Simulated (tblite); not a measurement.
Write Cartesian coordinates for `C([Si@H](C[SiH3])CF)#C[CH2]` [radical] as optimised with GFN2-xTB. (Doublet state.)

```
atom  x, y, z in Å
C1     4.1944   -0.4944    0.7229
C2     2.8581   -0.3817    0.7911
C3     1.6313   -0.2773    0.8758
Si4   -0.1991   -0.1456    0.8545
C5    -0.6646    1.6990    1.1365
F6    -0.3633    2.4600    0.0227
C7    -0.8738   -0.6923   -0.8395
Si8   -2.7610   -0.5972   -1.0631
H9     4.7983    0.3117    0.3454
H10    4.6876   -1.3976    1.0360
H11   -0.7698   -0.9087    1.9745
H12   -1.7347    1.8298    1.3145
H13   -0.1187    2.1459    1.9702
H14   -0.5470   -1.7161   -1.0239
H15   -0.4032   -0.0801   -1.6101
H16   -3.4074   -1.4566   -0.0654
H17   -3.2323    0.7786   -0.8996
H18   -3.1035   -1.0710   -2.4074
```

Any rigid rotation of these coordinates is as good. Atoms count from 1 in this order. The 4 C–Si bonds span 1.835 Å (C3–Si4, drawn single) to 1.923 Å (Si4–C5, drawn single), a spread of 0.088 Å. The C–C distances run from 1.234 Å (C2≡C3, drawn triple) to 1.343 Å (C1–C2, drawn single), a spread of 0.109 Å. Si4 (silicon bonded to 3 C and H) is distorted tetrahedral (angles from 107.0° to 113.0°). C1 (carbon bonded to C and 2 H) is planar (angles 120.9°, 120.8° and 118.3°, sum 360.0°, 0.00 Å off the plane of its three neighbours).

Bonds between heavy atoms (Å): C1–C2 1.343, C2≡C3 1.234, C3–Si4 1.835, Si4–C5 1.923, C5–F6 1.382, Si4–C7 1.904, C7–Si8 1.903.

Structure optimised with GFN2-xTB, isolated species. This method treats the open shell by occupation alone, without spin polarisation.

Point group: C1 (no symmetry element, even within 0.4 Å). Its GFN2-xTB frequencies are all real (lowest 24 cm⁻¹). Torsions: C3–Si4–C5–F6 72°, C3–Si4–C7–Si8 -179°. 3 starts were optimised and ended at 0.00, 0.06 and 0.37 kcal/mol (GFN2-xTB); the lowest of these is shown.

One conformer stands for the species.

The numbers are calculated, not measured.
